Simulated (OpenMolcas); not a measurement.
Ti3+ (d1) on a cation site of an ionic host was computed by SS-CASPT2, IPEA 0.25 Eh, imaginary shift 0.1 Eh with the d shell active (OpenMolcas, ANO-RCC-VTZP on the metal). Its lowest spin-free states, and all those of the highest spin:

```csv
2S+1,Degeneracy,E (cm-1)
2,3,0
2,2,16900
```

Problem. Is the site octahedral, tetrahedral or cube-like, axial, or of lower symmetry?

Solution. The states with 2S+1 = 2 have orbital degeneracies 3, 2. Threefold states need a cubic site. For d1 at this spin an octahedron puts the threefold T2 below the twofold E and a tetrahedron or cube puts the twofold E below the threefold T2, so the site is octahedral. The first gap at this spin, 16900 cm-1, is |10Dq| in ligand-field theory. The run had Ti3+ with its 6 nearest fluoride ions at 1.996 Å, on the Zn site of KZnF3 (a = 4.054 Å, distance in the model lattice 2.027 Å). The rest of the host is ab initio model potentials to 7.6 Å, with orthogonalisation functions on the cations behind the ligands, and point charges beyond; the distance is set by hand and nothing relaxes, and no local charge compensation is placed. Ligand basis ANO-RCC-VDZP.

Roots that are degenerate in the reference are averaged as groups; the widest CASPT2 spread within a group is 110 cm-1 (the 3-fold group of multiplicity 2 near 0 cm-1 above the lowest state of its run). Shifts and gaps below about the spread of the groups concerned are not significant. Over all roots computed the reference weight is 0.74 to 0.75; a low but even weight reflects the number of correlated electrons. An orbital triplet at a regular site is open to Jahn-Teller coupling, which can distort the site and quench the lowest spin-orbit gaps and is left out. Ligand-to-metal charge-transfer states are missing. With one d shell and no ligand orbital active, 10Dq can be off by a tenth or more. No measured value stands beside these numbers; the geometry was set by hand and not optimised.
